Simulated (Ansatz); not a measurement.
```yaml
crystal:
  periodic: [true, true, true]
  atoms:
    - {symbol: B, position_ang: [-1.284820, 0.950477, 0.110894]}
    - {symbol: C, position_ang: [-0.599051, -0.351399, -0.337513]}
    - {symbol: Si, position_ang: [1.205650, -0.325866, 0.174832]}
    - {symbol: Cl, position_ang: [2.091277, -2.078547, -0.442384]}
    - {symbol: H, position_ang: [-1.282489, 1.916230, -0.596570]}
    - {symbol: H, position_ang: [-1.780712, 1.036514, 1.197098]}
    - {symbol: H, position_ang: [-0.562170, -0.484119, -1.423748]}
    - {symbol: H, position_ang: [-0.995478, -1.252032, 0.142519]}
    - {symbol: H, position_ang: [1.353082, -0.251379, 1.646545]}
    - {symbol: H, position_ang: [1.937811, 0.788921, -0.468771]}
basis:
  gaussian: {orbitals: def2-SVPD, fitting: {mean_field: cc-pVTZ-jkfit}}
hamiltonian: {xc: {name: B3LYP}}
```

```sh
$ ansatz run in.yaml --threads 2 --pin off --events-out ev --progress --plain --max-ram 4352MiB
```

Output, abridged:

```
Error: YAML parse error: error: line 2 column 3: crystal: missing field `lattice` (a structure is typed as `lattice` and `atoms`, a molecule's as `atoms` in Å alone, or read from a run's directory, `checkpoint`)
 --> <input>:2:3
1 | crystal:
2 |   periodic: [true, true, true]
3 |   atoms:
4 |     - {symbol: B, position_ang: [-1.284820, 0.950477, 0.110894]}
```

In this input the molecule is marked periodic without a cell. The program refused the input.
